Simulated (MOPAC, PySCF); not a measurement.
H₉NSi₃, SMILES `N[SiH2][SiH2][SiH3]`, neutral singlet in the gas phase. 

Cartesian coordinates (Å):
SMILES: N[SiH2][SiH2][SiH3]
```xyz
13

N     -1.9673     0.7756    -1.0170
Si    -1.5771    -0.5528     0.0153
Si     0.4229    -0.2960     1.2251
Si     2.1805     0.0824    -0.2695
H     -1.3753     0.9601    -1.8119
H     -2.2679     1.6420    -0.5986
H     -1.4432    -1.7665    -0.8353
H     -2.7101    -0.7336     0.9625
H      0.7313    -1.4977     2.0537
H      0.3181     0.8785     2.1402
H      1.8500     1.2412    -1.1461
H      3.4644     0.3754     0.4229
H      2.3736    -1.1087    -1.1413
```
Charge 0, spin multiplicity 1.

All levels are single points at this geometry (PBE0-D3(BJ)/def2-TZVP); Pople sets use spherical d functions. Orbital energies aren't observables, and empty levels follow the basis.

```
level                           HOMO (eV)  LUMO (eV)  gap (eV)  dipole (D)  vertical IE, Delta-SCF (eV)
------------------------------  ---------  ---------  --------  ----------  ---------------------------
PBE-D3(BJ)/def2-TZVP in PySCF       -5.80      -1.15      4.65        1.18                         8.55
PBE0-D3(BJ)/def2-TZVP in PySCF      -7.01      -0.34      6.67        1.12                         8.82
B3LYP/3-21G in PySCF                -6.25       0.25      6.51        1.27                            –
B3LYP/6-311+G** in PySCF            -6.83      -0.73      6.10        0.95                            –
M06-2X/6-31G* in PySCF              -7.93       0.83      8.75        1.14                            –
PBE/6-31G* in PySCF                 -5.52      -0.72      4.80        1.29                         8.42
AM1 in MOPAC                        -9.42      -0.87      8.55        1.05                            –
PM6 in MOPAC                        -8.26      -0.63      7.62        1.34                            –
PM7 in MOPAC                        -9.39      -0.02      9.38        1.06                            –
```
